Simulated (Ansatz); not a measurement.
A cut through the energy surface

AlH$_{3}$Se (SMILES [AlH2][SeH]), singlet, at its PBE0-D4/def2-TZVP minimum:

```csv
atom,x (Å),y (Å),z (Å)
Al1,-0.4352,-0.5307,0.1668
Se2,0.8703,1.3466,0.5229
H3,-1.2368,-1.0727,1.4151
H4,-0.4741,-1.1810,-1.2728
H5,1.3256,1.3641,-0.8735
```

The dihedral angle H3–Al1–Se2–H5 (179.9° at the minimum) is set to the values below, with the rest relaxed at PBE0-D4/def2-TZVP at each step (the four atoms are held in place, so their three bonds and two angles keep the values of the minimum). Each method's energies count from its own value at the PBE0-D4 minimum structure. Program: Ansatz 0.2.0. Basis: def2-TZVPP. Cores are frozen in the correlated methods. Filled d shells of the heavier atoms are correlated. The def2 sets are not built for correlating such inner shells, so the correlated values are less sure here. B3LYP uses VWN-RPA correlation.

```csv
dihedral angle (°),CCSD(T) (kJ/mol),PBE-D4 (kJ/mol),HF (kJ/mol),PBE0-D4 (kJ/mol)
-174.8,0.22,0.22,0.22,0.22
-154.8,4.99,5.07,4.84,4.92
-134.8,?,15.07,14.05,14.52
-114.8,25.68,26.88,24.20,25.55
-94.8,?,34.10,30.06,32.10
-74.8,29.24,30.70,27.75,29.14
-54.8,19.40,19.96,18.85,19.26
-34.8,?,9.03,8.77,8.79
-14.8,1.99,2.01,1.94,1.93
```

(1) Fill in the withheld CCSD(T) values. (An estimate is asked for; the value comes from the calculation.)

The T1 diagnostic stays at or below 0.010.

Answers

(1) By the calculation: 14.66 kJ/mol at -134.8°; 32.14 kJ/mol at -94.8°; 8.89 kJ/mol at -34.8°. These count from the CCSD(T) energy at the PBE0-D4 minimum.

Largest difference from the CCSD(T) curve over the scan: r2SCAN-D4 1.53; B3LYP-D4 0.52; wB97M-V 1.26; MP2 0.85 kJ/mol. Each curve counts from its own value at the minimum.

For scale, one of the runs: CCSD(T)/def2-TZVPP, 132 basis functions (an equivalent command: `ansatz run in.yaml --threads 2`). The run took 11 s on 2 CPU threads (shared host), with 0.63 GiB of host memory at its peak.
